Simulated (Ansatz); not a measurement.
Kohn–Sham single points on `[SiH3][SiH]1CO[SiH2]1`.

```yaml
crystal:
  periodic: [false, false, false]
  atoms:
    - {symbol: Si, position_ang: [-2.172546, 0.624647, -0.302643]}
    - {symbol: Si, position_ang: [-0.292785, -0.387319, 0.641110]}
    - {symbol: C, position_ang: [0.900903, -1.239637, -0.622933]}
    - {symbol: O, position_ang: [2.046380, -0.364490, -0.563605]}
    - {symbol: Si, position_ang: [1.732049, 0.754010, 0.640000]}
    - {symbol: H, position_ang: [-2.825554, 1.524985, 0.685155]}
    - {symbol: H, position_ang: [-1.749137, 1.428032, -1.480798]}
    - {symbol: H, position_ang: [-3.165157, -0.390230, -0.750400]}
    - {symbol: H, position_ang: [-0.663451, -1.233590, 1.810734]}
    - {symbol: H, position_ang: [1.189804, -2.253097, -0.327837]}
    - {symbol: H, position_ang: [0.528828, -1.278787, -1.650474]}
    - {symbol: H, position_ang: [2.662001, 0.628303, 1.797173]}
    - {symbol: H, position_ang: [1.828963, 2.152572, 0.139316]}
basis:
  gaussian: {orbitals: def2-TZVPP}
hamiltonian: {xc: pbe, dispersion: d4}
output: {forces: true, orbitals: {seedname: orbitals}}
```

```sh
$ ansatz run in.yaml --threads 4 --pin off --events-out ev --progress --plain --max-ram 10444MiB
```

It prints (some lines left out):

```
Functional definition: PBE
1667 factors; their error is unknown
mean field evaluation 1: about -26823.9417 eV, gradient 6.5e1 eV
mean field evaluation 2: about -26723.2382 eV, gradient 2.0e2 eV
mean field evaluation 4: about -26832.2497 eV, gradient 2.2e1 eV
mean field evaluation 8: about -26833.1807 eV, gradient 1.8e-1 eV
mean field evaluation 16: about -26833.1237 eV, gradient 5.8e-3 eV
mean field -26833.12373432 eV, -986.0991090919 hartree, gradient 5.3e-5 eV, S^2 0.000000; 0 other end points of the search recorded, 0 dependent functions left out
reference -26833.12378774 eV, -986.0991110547 hartree; 32, 32 occupied and 268, 268 virtual orbitals, 1667 factors
Total energy: -26833.46243760 eV, -986.1115562077 hartree
Atom 0 at    -2.172546     0.624647    -0.302643 Å, force     0.072007    -0.046831     0.048000 eV/Å
Atom 1 at    -0.292785    -0.387319     0.641110 Å, force    -0.152924     0.081713     0.038694 eV/Å
Atom 2 at     0.900903    -1.239637    -0.622933 Å, force    -0.205713    -0.140315     0.004951 eV/Å
Atom 3 at     2.046380    -0.364490    -0.563605 Å, force     0.514424    -0.039218    -0.369599 eV/Å
Atom 4 at     1.732049     0.754010     0.640000 Å, force    -0.120236     0.244636     0.293433 eV/Å
Atom 5 at    -2.825554     1.524985     0.685155 Å, force    -0.073459     0.095631     0.093368 eV/Å
Atom 6 at    -1.749137     1.428032    -1.480798 Å, force     0.038435     0.081932    -0.118497 eV/Å
Atom 7 at    -3.165157    -0.390230    -0.750400 Å, force    -0.108474    -0.096811    -0.049982 eV/Å
Atom 8 at    -0.663451    -1.233590     1.810734 Å, force    -0.044488    -0.091823     0.131261 eV/Å
Atom 9 at     1.189804    -2.253097    -0.327837 Å, force     0.042744    -0.228844     0.060634 eV/Å
Atom 10 at     0.528828    -1.278787    -1.650474 Å, force    -0.094460    -0.021076    -0.217545 eV/Å
Atom 11 at     2.662001     0.628303     1.797173 Å, force     0.113917    -0.003983     0.139003 eV/Å
Atom 12 at     1.828963     2.152572     0.139316 Å, force     0.018227     0.164989    -0.053722 eV/Å
Dipole moment:    -0.204644    -0.070272     0.086873 e Å
```

Run time 3.5 s (4 threads of an Arm Neoverse V1 on a shared host); peak host memory 0.48 GiB.

The same input with `hamiltonian: {xc: r2scan, dispersion: d4}` (abridged; 6.5 s):

```
Functional definition: r2SCAN
mean field evaluation 16: about -26845.3599 eV, gradient 5.5e-4 eV
mean field -26845.35987169 eV, -986.5487788460 hartree, gradient 4.5e-5 eV, S^2 0.000000
Total energy: -26845.44383441 eV, -986.5518644192 hartree
Atom 0 force    -0.016978     0.002203     0.000328 eV/Å
Atom 1 force    -0.099338     0.014894     0.062137 eV/Å
Atom 2 force    -0.260799    -0.225975    -0.027466 eV/Å
Atom 3 force     0.332724     0.166351    -0.066117 eV/Å
Atom 4 force     0.015901     0.061301     0.058812 eV/Å
Atom 5 force     0.003489    -0.012077    -0.024013 eV/Å
Atom 6 force    -0.013326    -0.012235     0.019049 eV/Å
Atom 7 force     0.007918     0.023780     0.002191 eV/Å
Atom 8 force    -0.000871    -0.001575    -0.001729 eV/Å
Atom 9 force     0.009784    -0.006015    -0.010278 eV/Å
Atom 10 force     0.012905    -0.007617    -0.008875 eV/Å
Atom 11 force    -0.000920     0.010898    -0.013222 eV/Å
Atom 12 force     0.009510    -0.013935     0.009183 eV/Å
Dipole moment:    -0.217667    -0.069547     0.093588 e Å
```

With the line `hamiltonian: {xc: {name: wB97X-V}}` and no forces (abridged; 12 s):

```
Functional definition: wB97X-V
mean field evaluation 16: about -26844.5903 eV, gradient 7.3e-5 eV
mean field -26844.59027172 eV, -986.5204965691 hartree, gradient 1.8e-5 eV, S^2 0.000000
Total energy: -26844.59026904 eV, -986.5204964703 hartree
```

With the line `hamiltonian: {xc: pbe0, dispersion: d4}` and no forces (abridged; 4.6 s):

```
Functional definition: PBE0
mean field evaluation 16: about -26835.7135 eV, gradient 3.7e-5 eV
mean field -26835.71353124 eV, -986.1942823732 hartree, gradient 3.7e-5 eV, S^2 0.000000
Total energy: -26836.00412859 eV, -986.2049616287 hartree
```
